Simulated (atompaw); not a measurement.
## boron (B): PAW (atompaw) pseudisation with PBE, non-relativistic reference atom.

Input for atompaw 4.2.0.5:

```
B 5
GGA-PBE loggrid 1500 logderivrange -4 5 226
2 2 0 0 0 0
2 0 1
2 1 0
0 0 0
c
v
v
1
1.50 1.25 1.30 1.15
y
-0.4
n
y
0.35
n
custom polynom vanderbiltortho sinc
2 0 troulliermartins
1.10
1.50
1.50
1.50
PWSCFOUT
UPFDX 0.0125d0 UPFXMIN -7.d0 UPFZMESH 5.d0
END
```

Command:

```bash
atompaw < B.input > B.log
```

The program printed (summary file):

```
Completed calculations for B (AE)

 Exchange-correlation type: GGA, Perdew-Burke-Ernzerhof

 Radial integration grid is logarithmic
 r0 =   1.4561695E-03 h =   7.2808477E-03   n =      1500 rmax =   8.0000000E+01

 Non-relativistic calculation

 AEatom converged in  17 iterations
   nz     =   5.00
   delta  =       8.782544347376E-17

 All Electron Orbital energies:
  n  l      occupancy      energy
  1  0      2.0000000E+00 -1.5516832E+01
  2  0      1.0000000E+00 -2.3126906E+00
  2  1      0.0000000E+00 -1.8735198E+00

 Total energy
   Total                    :      -46.71890558128621

 ---
 Completed calculations for B (SC)

 Exchange-correlation type: GGA, Perdew-Burke-Ernzerhof

 Radial integration grid is logarithmic
 r0 =   1.4561695E-03 h =   7.2808477E-03   n =      1500 rmax =   8.0000000E+01

 Non-relativistic calculation

 SCatom converged in   1 iterations
   nz     =   5.00
   delta  =       6.365318508516E-19

 Valence Electron Orbital energies:
  n  l      occupancy      energy
   2  0      1.0000000E+00 -2.3126906E+00
   2  1      0.0000000E+00 -1.8735198E+00

 Total energy
   Total                    :      -46.71890558120500
   Valence                  :       -8.50492746496435

 PAW parameters:
       lmax =            1
         rc =    1.5004002907852756
        irc =          954
   rc_shape =    1.2504668567030792
    rc_vloc =    1.3063693855259728
    rc_core =    1.1541112148648227
   Vloc: Norm-conserving Troullier-Martins with l= 2;e=   0.0000E+00
   Projector type: polynomial pseudization + Vanderbilt ortho.
   Sinc^2 compensation charge shape zeroed at   1.2505E+00

 Number of basis functions     4
 No.   n  nodes  l      Energy         Cp coeff         Occ
  1    2    1    0   -0.2312691E+01 -0.1022225E+02  0.1000000E+01
  2  999    2    0   -0.4000000E+00 -0.7464120E+00  0.0000000E+00
  3    2    0    1   -0.1873520E+01 -0.4821602E+02  0.0000000E+00
  4  999    1    1    0.3500000E+00 -0.9733862E+00  0.0000000E+00

 Eigenvalues of overlap operator (in the basis of projectors):
    1        7.25639910E-02
    2        1.48133735E-01
    3        2.97382600E+01
    4        3.13488221E+02

 Orbital leakage outside PAW augmentation regions
   orb  is_core?  %out_of_sphere
   1 0    T           0.02
   2 0    F          53.77
   2 1    F          48.79

 Summary of PAW energies
   Total valence energy     :     -8.50492777595789
   Smooth energy            :      9.54154408102116
   One center               :    -18.04647185697905
   Smooth kinetic           :      0.88778708936430
   Vloc energy              :     -0.06706091030456
   Smooth exch-corr         :     -0.53454158440135
   One-center xc            :     -5.86631825881063
```

The run took about 0.31 s on one core of a shared server CPU.
